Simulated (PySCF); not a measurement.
# Predicted spectroscopic data

- PBE0/pcSseg-1 with gauge-including orbitals
- GFN2-xTB geometry
- code: PySCF 2.14.0 with density-fitted response routines
- one averaged value for each set of equivalent atoms, isolated molecule, relativity neglected, single conformer

Chemical shifts δ = σref − σ; 1H (σref 31.72), 13C (σref 186.93) vs TMS, all at this level. Splittings of carbon signals by F and P are missing where no couplings were computed. Where no couplings were computed, multiplicities follow the n + 1 count of equivalent neighbours, and m marks all less simple cases (inequivalent or close neighbours, rings, F or P nearby). Shifts are as computed. Against solution values, carbons near 30 ppm lie about +3 ppm off and those near 130 ppm about +5 ppm. Of 1211 compounds with measured shifts, 218 miss one by over three times the rms of a fit or turn the order of signals round; such compounds aren't used in these exercises.

Compound 1 (C₇H₁₁N). 1H NMR (600 MHz, computed): δ 7.45 (d, 1H), 7.02 (d, 1H), 5.66 (m, 1H), 5.47 (m, 1H), 4.13 (m, 1H), 4.05 (m, 1H), 3.01 (d, 2H), 1.77 (d, 3H). 13C{1H} NMR (computed): δ 166.7 (C), 152.3 (CH2), 137.3 (CH), 134.7 (CH), 94.4 (CH2), 44.0 (CH2), 22.0 (CH3). Structure: `C=NC(=C)C/C=C/C`.

Compound 2 (C₆H₃N₂OP). 1H NMR (600 MHz, computed): δ 10.60 (m, 1H), 10.16 (m, 1H), 9.66 (m, 1H). 13C{1H} NMR (computed): δ 195.4, 164.8, 164.0, 158.9, 143.2, 123.1. Structure: `InChI=1S/C6H3N2OP/c7-1-5-4-10-6(3-9)2-8-5/h2-4H`.
